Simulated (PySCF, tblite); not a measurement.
Isomers of C2H12NSi3 (doublet state), one GFN2-xTB conformer each. Single-point energies are computed at B3LYP/pcH-1 (PySCF, gas phase, no added dispersion term), electronic only. GFN2-xTB treats the open shell by occupation alone, and not every SCF solution was tested for stability.

Question: Rank them by B3LYP/pcH-1 energy, lowest first (kJ/mol).
A. `[CH3:1][N:2][SiH2:3][SiH2:4][CH2:5][SiH3:6]` (doublet state) with C1–N2–Si3–Si4 -92°, N2–Si3–Si4–C5 57°, Si3–Si4–C5–Si6 57°
B. `[CH3:1][NH:2][SiH:3][SiH2:4][CH2:5][SiH3:6]` (doublet state) with C1–N2–Si3–Si4 52°, N2–Si3–Si4–C5 -110°, Si3–Si4–C5–Si6 63°
C. `[CH3:1][NH:2][SiH2:3][SiH:4][CH2:5][SiH3:6]` (doublet state) with C1–N2–Si3–Si4 -62°, N2–Si3–Si4–C5 -165°, Si3–Si4–C5–Si6 58°

Answer: B (0.0), C (16.9), A (73.5).

As drawn, the lowest has an N–H bond, which the highest lacks. Neighbours under 21 kJ/mol apart (CN[SiH][SiH2]C[SiH3] and CN[SiH2][SiH]C[SiH3]) can change places with a better method, another conformer or zero-point energy. GFN2-xTB itself gives, in the same order: 0.0, 3.7, 16.4. Both levels put the same isomer lowest; measured from each level's own lowest isomer, the values differ by up to 57.1 kJ/mol (C[N][SiH2][SiH2]C[SiH3]: 16.4 against 73.5).

Q: What happens when harmonic zero-point energies from GFN2-xTB frequencies are added?

A: 
```csv
SMILES,ZPE (kJ/mol),electronic (kJ/mol),with ZPE (kJ/mol)
CN[SiH][SiH2]C[SiH3],335.6,0.0,0.0
CN[SiH2][SiH]C[SiH3],335.2,16.9,16.5
C[N][SiH2][SiH2]C[SiH3],323.5,73.5,61.4
```

The zero-point energies span 12.1 kJ/mol. The order is unchanged.

Q: As an exercise, what shares would exp(−E/RT) give at 500 K from these electronic energies alone (no entropy, no degeneracies)?

A: RT = 4.157 kJ/mol: CN[SiH][SiH2]C[SiH3] 98.3 %, CN[SiH2][SiH]C[SiH3] 1.7 %, C[N][SiH2][SiH2]C[SiH3] under 0.1 %.
